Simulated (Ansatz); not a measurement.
Species: InCl$_{2}$, charge 0, doublet. InCl2 (SMILES [Cl][In][Cl], doublet).
B3LYP-D3(BJ)/def2-TZVP minimum from Ansatz (a program for electronic structure):
```
In
Cl 1 2.3859
Cl 1 2.3859 2 119.92
```
Charge 0, spin multiplicity 2.

Quantity: atomisation energy (electronic, to ground-state atoms), in kJ/mol. UHF or UKS for unpaired electrons; spin-orbit terms are left out. Correlated methods leave the cores frozen (noble-gas shells, and filled d and f shells in the p block). Past Kr the def2 sets carry scalar-relativistic core potentials. CBS(X,Y): correlation extrapolated as X^-3, Hartree-Fock from the larger set. A bracket is a step between two methods taken in the basis named. Where a partner has so few electrons that a lower coupled-cluster level is exact, that level stands in. Spin-orbit terms, left out, reach several kcal/mol for Br and I, and more for heavier atoms. The spin of Cl2In ([Cl][In][Cl], doublet) was assumed, and the state is the lowest solution found for it.

CCSD(T)/CBS(def2-TZVPP,def2-QZVPP) + [CCSDT(Q) - CCSD(T)]/def2-SVP (Ansatz) gives 652.4 kJ/mol.

Task: How far off this value is PBE/def2-TZVPD (Ansatz), in which direction, and how far these levels: B3LYP/def2-TZVPD, wB97M-V/def2-TZVPD, B2PLYP/def2-TZVPD, CCSD(T)/CBS(def2-TZVPP,def2-QZVPP)?

Result: PBE gives 642.3 kJ/mol, 10.1 kJ/mol below it. Differences of the others: B3LYP/def2-TZVPD (Ansatz) -55.8; wB97M-V/def2-TZVPD (Ansatz) -20.1; B2PLYP/def2-TZVPD (Ansatz) -38.5; CCSD(T)/CBS(def2-TZVPP,def2-QZVPP) (Ansatz) -2.2 kJ/mol.
